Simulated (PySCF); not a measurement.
SMILES C[CH2][In]([Cl])[Br], PBE0/def2-SVP optimised geometry.

```
10

In    -0.26     0.85     0.00
Cl     2.09     0.85     0.00
Br    -1.21     3.15     0.00
C     -1.40    -0.99     0.00
C     -0.56    -2.25    -0.05
H     -2.09    -0.91    -0.85
H     -2.02    -0.94     0.92
H      0.13    -2.33     0.80
H      0.05    -2.30    -0.97
H     -1.20    -3.15    -0.04
```

Density from PBE0/def2-TZVP, def2 effective core potentials past Kr (PySCF 2.14.0) at that geometry. The core electrons that the potentials of In replace are not part of the density.

Minimum of the electron density along straight lines between bonded atoms, close to the bond critical point (lines longer than 1.1 times the sum of covalent radii, or with two minima, are not listed):

```csv
bond,length / Å,ρ at the minimum / e bohr⁻³,∇²ρ there / e bohr⁻⁵,position (fraction from the first atom)
In1–Cl2,2.356,0.082,0.20,0.48
In1–Br3,2.487,0.074,0.14,0.47
In1–C4,2.161,0.099,0.12,0.52
C4–C5,1.520,0.245,-0.60,0.51
C4–H6,1.102,0.271,-0.90,0.64
C4–H7,1.102,0.271,-0.90,0.64
C5–H8,1.100,0.273,-0.92,0.64
C5–H9,1.100,0.273,-0.92,0.64
C5–H10,1.103,0.270,-0.90,0.64
```
